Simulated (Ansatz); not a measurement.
Molecule: methoxy(trimethyl)germane, C$_{4}$H$_{12}$GeO, charge 0, multiplicity 1. SMILES: [Ge]([CH3])([O]C)([CH3])[CH3]
Structure (B3LYP-D3(BJ)/def2-TZVP (Ansatz, a quantum-chemistry and plane-wave program) minimum search):
```xyz
18

C      2.3296     0.6372     0.5167
O      1.2343    -0.1697     0.8895
Ge    -0.3011    -0.0907    -0.0566
C     -0.9934     1.7460     0.0299
C     -1.4543    -1.3726     0.8607
C      0.0821    -0.6112    -1.9121
H      3.1507     0.4409     1.2097
H      2.0947     1.7083     0.5675
H      2.6848     0.4151    -0.4979
H     -1.1152     2.0524     1.0689
H     -1.9628     1.8055    -0.4671
H     -0.3136     2.4413    -0.4628
H     -1.0004    -2.3630     0.8381
H     -2.4320    -1.4228     0.3802
H     -1.5885    -1.0740     1.9000
H      0.7518     0.1062    -2.3866
H     -0.8427    -0.6495    -2.4897
H      0.5493    -1.5956    -1.9366
```

Property: vertical triplet-singlet gap (E(triplet) - E(singlet); each state is the SCF solution reached for its spin; for the triplet T1 is 0.055), in kcal/mol. Valence correlation only, unless marked. UHF or UKS for open shells. Spin-orbit coupling is left out. The frozen core is the preceding noble-gas configuration, with the filled d and f shells of earlier blocks. No relativistic terms. 

```
level                program  vertical triplet-singlet gap (kcal/mol)
-------------------  -------  ---------------------------------------
HF/aug-cc-pVDZ        Ansatz                                    136.7
PBE/def2-TZVPD        Ansatz                                    133.1
PBE0/def2-TZVPD       Ansatz                                    146.2
BHLYP/def2-TZVPD      Ansatz                                    153.0
wB97X-V/def2-TZVPD    Ansatz                                    161.0
B2PLYP/def2-TZVPD     Ansatz                                    153.3
MP2/aug-cc-pVDZ       Ansatz                                    165.6
RI-MP2/aug-cc-pVTZ    Ansatz                                    168.9
CCSD(T)/aug-cc-pVDZ   Ansatz                                    150.9
```
